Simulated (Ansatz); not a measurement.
A calculation with Ansatz (development build ahead of 0.2.0).

```yaml
crystal:
  periodic: [false, false, false]
  atoms:
    - { symbol: H, position_ang: [0.0, 0.0, -0.50659] }
    - { symbol: H, position_ang: [0.0, 0.0, 0.50659] }
basis:
  gaussian: { orbitals: cc-pVDZ }
total_charge: 1
magnetization:
  spin_polarized: true
  initial_magnetization: 1
hamiltonian:
  xc: hf
```

The input is written out in the form of the current development build from the run's settings.

Output:

```yaml
Converged: yes
Total_energy: -0.60002 hartree
Spin_squared_of_the_determinant: 0.750
```

Caution: the charge can sit on one fragment and break the point group.
